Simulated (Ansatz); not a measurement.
A structure relaxed at r2SCAN-D4/def2-TZVPD in Ansatz, charge -1, doublet:

```xyz
3

Pt   -1.008    0.310    0.754
O     0.246   -0.780   -0.205
O     0.761    0.470   -0.549
```

Question: Give its formula and point group.

Answer: PtO2⁻. Point group Cs (tolerance 0.1 Å).

Question: Summarise the bond lengths by kind (pairs closer than 1.2 times the sum of covalent radii, bridged metal pairs left out).

Answer: 2 × O–Pt 1.92 to 2.20 Å; 1 × O–O 1.40 Å. The metal has 2 neighbours: O 1.92 Å, O 2.20 Å.

In the def2 sets Pt takes a core potential; there is no spin–orbit coupling. The structure holds 1 bond(s) between oxygen atoms. The charge -1 doublet is spin-contaminated (final ⟨S²⟩ up to 0.96, 0.75 for a pure state). The highest occupied level of the charge -1 doublet lies above zero (up to 0.80 eV). It is a level of β spin, whose loss leaves a triplet; that state wasn't run at this geometry and level. The electron is either unbound and held by the finite basis, or the level is raised by self-interaction error. The relaxation made no stability test and no search for a lower SCF solution. No other spin state of charge -1 was run. Another isomer (doublet) lies 3.18 eV lower at PBE0-D4/def2-TZVPD; other spin states weren't run for this one.
